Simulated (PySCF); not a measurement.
C$_{3}$H$_{9}$ClSi (SMILES C[Si](C)(C)Cl), singlet, at a GFN2-xTB geometry; CCSD(T)/STO-3G in PySCF.

Input for PySCF:
```python
from pyscf import gto, scf, cc

mol = gto.M(
    atom='''
C    -0.749786    1.596724   -0.367297
Si    0.169352    0.115071    0.399601
C     1.634702   -0.411308   -0.697683
C    -1.021455   -1.344569    0.682118
Cl    0.909135    0.694425    2.215661
H    -1.167217    1.342949   -1.336705
H    -1.567859    1.925730    0.267133
H    -0.085296    2.444611   -0.507256
H     2.175572   -1.246087   -0.260960
H     1.299491   -0.716841   -1.683894
H     2.342599    0.402248   -0.828328
H    -1.449671   -1.691182   -0.253232
H    -1.842562   -1.063858    1.335576
H    -0.512381   -2.186409    1.142728
''',
    basis='sto-3g',
    charge=0,
    spin=0,
    verbose=4,
)

mf = scf.RHF(mol)
mf.kernel()

mycc = cc.CCSD(mf)
mycc.kernel()
et = mycc.ccsd_t()
print('E(CCSD(T)) = %.10f' % (mycc.e_tot + et))
```

### Question
Write the output that PySCF gives for this input, abridged.

### Answer

```
PySCF version 2.14.0

[INPUT] verbose = 4
[INPUT] num. atoms = 14
[INPUT] num. electrons = 58
[INPUT] charge = 0
[INPUT] spin (= nelec alpha-beta = 2S) = 0
[INPUT] symmetry False subgroup None
[INPUT] Mole.unit = angstrom
[INPUT] Symbol           X                Y                Z      unit          X                Y                Z       unit  Magmom
[INPUT]  1 C     -0.749786000000   1.596724000000  -0.367297000000 AA   -1.416890192033   3.017371056520  -0.694090736374 Bohr   0.0
[INPUT]  2 Si     0.169352000000   0.115071000000   0.399601000000 AA    0.320028898647   0.217452674880   0.755136449102 Bohr   0.0
[INPUT]  3 C      1.634702000000  -0.411308000000  -0.697683000000 AA    3.089139075279  -0.777259472843  -1.318429791765 Bohr   0.0
[INPUT]  4 C     -1.021455000000  -1.344569000000   0.682118000000 AA   -1.930270198568  -2.540867165580   1.289016204636 Bohr   0.0
[INPUT]  5 Cl     0.909135000000   0.694425000000   2.215661000000 AA    1.718016160256   1.312273064051   4.186992474880 Bohr   0.0
[INPUT]  6 H     -1.167217000000   1.342949000000  -1.336705000000 AA   -2.205720457936   2.537805809259  -2.526006359337 Bohr   0.0
[INPUT]  7 H     -1.567859000000   1.925730000000   0.267133000000 AA   -2.962824111934   3.639102289859   0.504808208833 Bohr   0.0
[INPUT]  8 H     -0.085296000000   2.444611000000  -0.507256000000 AA   -0.161186079521   4.619645271099  -0.958574915042 Bohr   0.0
[INPUT]  9 H      2.175572000000  -1.246087000000  -0.260960000000 AA    4.111235244272  -2.354763157381  -0.493142929466 Bohr   0.0
[INPUT] 10 H      1.299491000000  -0.716841000000  -1.683894000000 AA    2.455682091337  -1.354633164859  -3.182098482798 Bohr   0.0
[INPUT] 11 H      2.342599000000   0.402248000000  -0.828328000000 AA    4.426870529680   0.760138554154  -1.565313061309 Bohr   0.0
[INPUT] 12 H     -1.449671000000  -1.691182000000  -0.253232000000 AA   -2.739481160724  -3.195870806794  -0.478539125976 Bohr   0.0
[INPUT] 13 H     -1.842562000000  -1.063858000000   1.335576000000 AA   -3.481937547531  -2.010400255428   2.523872858542 Bohr   0.0
[INPUT] 14 H     -0.512381000000  -2.186409000000   1.142728000000 AA   -0.968259761431  -4.131714206284   2.159442954872 Bohr   0.0

nuclear repulsion = 298.106757749247
number of shells = 28
number of NR pGTOs = 126
number of NR cGTOs = 42
basis = sto-3g
ecp = {}

******** <class 'pyscf.scf.hf.RHF'> ********
method = RHF
initial guess = minao
damping factor = 0
level_shift factor = 0
DIIS = <class 'pyscf.scf.diis.CDIIS'>
diis_start_cycle = 1
diis_space = 8
diis_damp = 0
SCF conv_tol = 1e-09
SCF conv_tol_grad = None
SCF max_cycles = 50
direct_scf = True
direct_scf_tol = 1e-13
Set gradient conv threshold to 3.16228e-05
Initial guess from minao.
init E= -857.621265571839
  HOMO = -0.31141008122319  LUMO = 0.211106426509648  gap/eV = 14.21840
cycle= 1 E= -857.732298873524  delta_E= -0.111  |g|= 0.247  |ddm|= 4.08
  HOMO = -0.326234817591717  LUMO = 0.360103652628066  gap/eV = 18.67622
cycle= 2 E= -857.764145342919  delta_E= -0.0318  |g|= 0.0537  |ddm|= 0.562
  HOMO = -0.353333227563845  LUMO = 0.371466186957795  gap/eV = 19.72280
cycle= 3 E= -857.765771822822  delta_E= -0.00163  |g|= 0.0123  |ddm|= 0.129
  HOMO = -0.356733524979366  LUMO = 0.367677540424562  gap/eV = 19.71223
cycle= 4 E= -857.765849231257  delta_E= -7.74e-05  |g|= 0.00158  |ddm|= 0.031
  HOMO = -0.356811080377627  LUMO = 0.367202456135769  gap/eV = 19.70141
cycle= 5 E= -857.765850763501  delta_E= -1.53e-06  |g|= 0.00032  |ddm|= 0.00398
  HOMO = -0.356815718265908  LUMO = 0.367289777517693  gap/eV = 19.70391
cycle= 6 E= -857.76585083282  delta_E= -6.93e-08  |g|= 4.41e-05  |ddm|= 0.000929
  HOMO = -0.356840085862483  LUMO = 0.367276854991577  gap/eV = 19.70423
cycle= 7 E= -857.765850834256  delta_E= -1.44e-09  |g|= 4.61e-06  |ddm|= 0.000137
  HOMO = -0.356842802817792  LUMO = 0.367273588367089  gap/eV = 19.70421
cycle= 8 E= -857.765850834268  delta_E= -1.16e-11  |g|= 3.58e-07  |ddm|= 1.24e-05
  HOMO = -0.356842829820156  LUMO = 0.367273586170608  gap/eV = 19.70421
Extra cycle  E= -857.765850834268  delta_E=    0  |g|= 8.14e-08  |ddm|= 6.12e-07
converged SCF energy = -857.765850834268

******** <class 'pyscf.cc.ccsd.CCSD'> ********
CC2 = 0
CCSD nocc = 29, nmo = 42
max_cycle = 50
direct = 0
conv_tol = 1e-07
conv_tol_normt = 1e-05
diis_space = 6
diis_start_cycle = 0
diis_start_energy_diff = 1e+09
Init t2, MP2 energy = -857.967883116713  E_corr(MP2) -0.202032282444784
Init E_corr(CCSD) = -0.202032282444787
cycle = 1  E_corr(CCSD) = -0.244119506705183  dE = -0.0420872243  norm(t1,t2) = 0.0560022
cycle = 2  E_corr(CCSD) = -0.257385302591348  dE = -0.0132657959  norm(t1,t2) = 0.0200997
cycle = 3  E_corr(CCSD) = -0.265024400992726  dE = -0.0076390984  norm(t1,t2) = 0.00806259
cycle = 4  E_corr(CCSD) = -0.265295502746489  dE = -0.000271101754  norm(t1,t2) = 0.00111035
cycle = 5  E_corr(CCSD) = -0.265298857996149  dE = -3.35524966e-06  norm(t1,t2) = 0.000353881
cycle = 6  E_corr(CCSD) = -0.265298902466142  dE = -4.44699922e-08  norm(t1,t2) = 5.3293e-05
cycle = 7  E_corr(CCSD) = -0.265299295812415  dE = -3.93346273e-07  norm(t1,t2) = 1.36595e-05
cycle = 8  E_corr(CCSD) = -0.265299611940441  dE = -3.16128026e-07  norm(t1,t2) = 4.07761e-06
cycle = 9  E_corr(CCSD) = -0.265299735531004  dE = -1.23590563e-07  norm(t1,t2) = 1.48529e-06
cycle = 10  E_corr(CCSD) = -0.26529972411094  dE = 1.14200644e-08  norm(t1,t2) = 3.73114e-07
CCSD converged
E(CCSD) = -858.0311505583787  E_corr = -0.2652997241109395
CCSD(T) correction = -0.0019298002988771
E(CCSD(T)) = -858.0330803587
```
